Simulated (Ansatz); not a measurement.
C$_{2}$H$_{7}$F$_{2}$NSi (SMILES CN[Si](C)(F)F), singlet, at a GFN2-xTB geometry, atoms displaced at random by about 0.03 Å a coordinate; R2SCAN/STO-3G, gradient run with Ansatz (an electronic-structure program).

The Ansatz input:
Ansatz 0.2 input:
```yaml
crystal:
  periodic: [false, false, false]
  atoms:
    - {symbol: C, position_ang: [-2.11644839, -1.12560583, -0.56516287]}
    - {symbol: N, position_ang: [-1.12934870, -0.04957388, -0.74558950]}
    - {symbol: Si, position_ang: [0.30234590, 0.20481484, 0.12770759]}
    - {symbol: C, position_ang: [1.75131264, -1.06849351, 0.00637476]}
    - {symbol: F, position_ang: [0.78105010, 1.63585592, -0.35973559]}
    - {symbol: F, position_ang: [-0.03832932, 0.42689345, 1.66615142]}
    - {symbol: H, position_ang: [-1.82595729, -2.00511715, -1.22159570]}
    - {symbol: H, position_ang: [-1.94147077, -1.48225376, 0.41625657]}
    - {symbol: H, position_ang: [-3.00299391, -0.85180064, -0.77858638]}
    - {symbol: H, position_ang: [-1.24661307, 0.43819193, -1.70678293]}
    - {symbol: H, position_ang: [1.37185142, -2.04138707, 0.28353676]}
    - {symbol: H, position_ang: [2.18343943, -1.07535751, -0.98812691]}
    - {symbol: H, position_ang: [2.52516886, -0.74775859, 0.66683887]}
basis:
  gaussian:
    orbitals: STO-3G
hamiltonian:
  xc: r2scan
output: {forces: true}
```

### Question
Write the output that Ansatz gives for this input, abridged.

### Answer

```
Functional definition: r2SCAN
550 factors; integrals over basis functions are off by at most 3.2e-5 eV
mean field evaluation 1: about -16768.5342 eV, gradient 2.8e1 eV
mean field evaluation 2: about -16768.6345 eV, gradient 2.8e1 eV
mean field evaluation 4: about -16771.0501 eV, gradient 9.0e-1 eV
mean field evaluation 8: about -16770.9402 eV, gradient 2.7e-2 eV
mean field -16770.94023567 eV, -616.3206859094 hartree, gradient 3.6e-6 eV, S^2 0.000000; 0 other end points of the search recorded, 0 dependent functions left out
the calculation of the forces begins
reference -16770.94024192 eV, -616.3206861389 hartree; 29, 29 occupied and 12, 12 virtual orbitals, 550 factors
Total energy: -16770.94024192 eV, -616.3206861389 hartree
Atom 0 at    -2.116448    -1.125606    -0.565163 Å, force    10.148059    -3.337125    -0.488418 eV/Å
Atom 1 at    -1.129349    -0.049574    -0.745590 Å, force    -1.239255     1.411743    -2.530023 eV/Å
Atom 2 at     0.302346     0.204815     0.127708 Å, force     1.265832    -1.372535    -0.375753 eV/Å
Atom 3 at     1.751313    -1.068494     0.006375 Å, force    -1.782014     1.249213    -0.509739 eV/Å
Atom 4 at     0.781050     1.635856    -0.359736 Å, force     0.796181     1.624425    -0.840328 eV/Å
Atom 5 at    -0.038329     0.426893     1.666151 Å, force    -0.461034    -0.199506     1.560961 eV/Å
Atom 6 at    -1.825957    -2.005117    -1.221596 Å, force    -0.738800     0.457159     0.313812 eV/Å
Atom 7 at    -1.941471    -1.482254     0.416257 Å, force    -0.702893    -0.598541     1.970153 eV/Å
Atom 8 at    -3.002994    -0.851801    -0.778586 Å, force    -8.624993     2.556090    -1.550236 eV/Å
Atom 9 at    -1.246613     0.438192    -1.706783 Å, force     0.349157    -0.910770     1.858063 eV/Å
Atom 10 at     1.371851    -2.041387     0.283537 Å, force     0.214600    -0.651487     0.060126 eV/Å
Atom 11 at     2.183439    -1.075358    -0.988127 Å, force    -0.060179    -0.290927    -0.459918 eV/Å
Atom 12 at     2.525169    -0.747759     0.666839 Å, force     0.835338     0.062260     0.991301 eV/Å
Dipole moment:    -0.014779    -0.218818    -0.193900 e Å
```
